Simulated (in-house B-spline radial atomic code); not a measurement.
Configurations of V5+, with energies counted from [Ne] 3s2 3p6. Method: scalar-relativistic (X2C) HSE06, spin-polarised, spherical fractional occupations, exact exchange averaged over the configuration, Fermi nucleus of rms radius 3.6002 fm. Calculated with a radial B-spline atomic code at the basis-set limit. Shells without spins written out take the highest spin.

Occupations are held fixed; configurations that lie above the ionisation limit could autoionise.

```tsv
configuration	E - E(ref) (eV)	highest orbital	its <r> (bohr)
[Ne] 3s2 3p5 3d1	40.455	3d up	0.9981
[Ne] 3s2 3p5 4s1	67.777	4s up	2.08
[Ne] 3s1 3p6 3d1	69.318	3d up	0.9945
[Ne] 3s2 3p5 4f1	96.223	4f up	2.757
[Ne] 3s1 3p6 4p1	105.1	4p up	2.244
[He] 2s2 2p5 3s2 3p6 4d1	575.81	4d up	2.513
```

Q: Order these further configurations by energy, lowest first.
A. [Ne] 3s1 3p6 4d1
B. [Ne] 3s2 3p5 4d1
C. [He] 2s2 2p5 3s2 3p6 3d1
D. [Ne] 3s1 3p6 4f1
E. [He] 2s2 2p5 3s2 3p6 4s1

A: B (87.771 eV), A (117 eV), D (125.49 eV), C (524.71 eV), E (555.77 eV).

Q: How far above the reference does [Ne] 3s1 3p6 4s1 lie?

A: 96.987 eV; its least bound orbital is 4s up with <r> = 2.077 bohr.
